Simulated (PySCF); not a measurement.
Species: C6H9O (doublet state).
Geometry (GFN2-xTB, Å), atoms numbered from 1 in this order:
```
atom  x, y, z in Å
C1     2.6696    0.6099   -0.1608
C2     1.6766   -0.1601   -0.5818
C3     0.6302   -0.6997    0.2902
C4    -0.1257   -1.9323   -0.0035
C5    -0.8214   -0.6966   -0.2910
O6    -1.9091   -0.3105    0.4783
C7    -2.2706    1.0419    0.3146
H8     2.7748    0.8845    0.8758
H9     3.4199    0.9853   -0.8345
H10    1.5912   -0.4218   -1.6283
H11    0.7709   -0.4599    1.3432
H12   -0.4156   -2.6721    0.7158
H13   -0.8666   -0.3360   -1.3192
H14   -3.1376    1.2073    0.9510
H15   -1.4584    1.7115    0.6195
H16   -2.5358    1.2575   -0.7273
```

The hyperfine couplings belong to this conformer and change with its torsions.

The species is `C=C[C@@H]1[CH][C@H]1OC` [radical].

Method used: UKS B3LYP, pcH-1 on C H O, non-relativistic, mean-field spin-orbit, GIAO (PySCF). One conformer (not necessarily the lowest) at the GFN2-xTB geometry, without solvent, vibrations or thermal averaging. A GFN2-xTB geometry isn't a minimum of the functional, and hyperfine couplings can be far from their values at a DFT geometry.

Question: How many α and β electrons are there, and what is ⟨S²⟩ of the pure spin state?

Answer: 53 electrons with 2S = 1: 27 α and 26 β; S(S+1) = 0.75.

Mulliken spin populations, one withheld:

```json
{"atom": "C1", "bound to": "C2, H8, H9", "population": "+0.0133"}
{"atom": "C2", "bound to": "C1, C3, H10", "population": "+0.0167"}
{"atom": "C3", "bound to": "C2, C4, C5, H11", "population": "+0.0332"}
{"atom": "C4", "bound to": "C3, C5, H12", "population": "?"}
{"atom": "C5", "bound to": "C4, O6, C3, H13", "population": "-0.0216"}
{"atom": "O6", "bound to": "C5, C7", "population": "+0.0088"}
{"atom": "C7", "bound to": "O6, H14, H15, H16", "population": "+0.0064"}
{"atom": "H8", "bound to": "C1", "population": "-0.0002"}
{"atom": "H9", "bound to": "C1", "population": "+0.0001"}
{"atom": "H10", "bound to": "C2", "population": "+0.0013"}
{"atom": "H11", "bound to": "C3", "population": "+0.0189"}
{"atom": "H12", "bound to": "C4", "population": "-0.0212"}
{"atom": "H13", "bound to": "C5", "population": "+0.0293"}
{"atom": "H14", "bound to": "C7", "population": "+0.0006"}
{"atom": "H15", "bound to": "C7", "population": "+0.0006"}
{"atom": "H16", "bound to": "C7", "population": "-0.0001"}
```

Question: What does C4 hold?

Answer: The populations add up to Nα − Nβ = 1, and the others sum to 0.0861, so C4 holds +0.914.

Question: Sum the populations by element and by sign.

Answer: Carbon +0.96, hydrogen +0.03, oxygen +0.01. The positive populations sum to 1.04, the negative ones to -0.04.

Question: With ⟨S²⟩ = 0.7531, find the sum of squared α–β overlaps and estimate the admixture of higher spin.

Answer: Σ|⟨iα|jβ⟩|² over occupied orbitals = Nβ − [⟨S²⟩ − S(S+1)] = 26 − 0.0031 = 25.9969. If the quartet state (S + 1) were the only admixture, its weight would be 0.0031/(2S + 2) = 0.10 %. For Kohn–Sham this describes the determinant of the orbitals, not the true wave function.

Question: What Fermi-contact NMR shifts do the couplings of C1, C2, C3, C5, C7, H8, H9 imply at 250 K (Curie law, g = gₑ)?

Answer: δ = a_FC·h·gₑ μB S(S+1)/(3 g_N μN kT), with k/h = 20836.6 MHz/K:

```json
{"nuclei": "C1", "isotope": "13C", "a_FC (MHz)": "1.09", "g_N": "1.4048", "contact shift (ppm)": "+137"}
{"nuclei": "C2", "isotope": "13C", "a_FC (MHz)": "41.55", "g_N": "1.4048", "contact shift (ppm)": "+5218"}
{"nuclei": "C3", "isotope": "13C", "a_FC (MHz)": "-16.64", "g_N": "1.4048", "contact shift (ppm)": "-2089"}
{"nuclei": "C5", "isotope": "13C", "a_FC (MHz)": "-9.20", "g_N": "1.4048", "contact shift (ppm)": "-1156"}
{"nuclei": "C7", "isotope": "13C", "a_FC (MHz)": "4.47", "g_N": "1.4048", "contact shift (ppm)": "+562"}
{"nuclei": "H8", "isotope": "1H", "a_FC (MHz)": "-0.97", "g_N": "5.5857", "contact shift (ppm)": "-31"}
{"nuclei": "H9", "isotope": "1H", "a_FC (MHz)": "0.69", "g_N": "5.5857", "contact shift (ppm)": "+22"}
```

All at the stated temperature.

The run took 59 s of wall time (with the writing of density and orbital grids) on one thread of an Arm Neoverse V1 (shared host), and the process peaked at 0.96 GiB of memory.
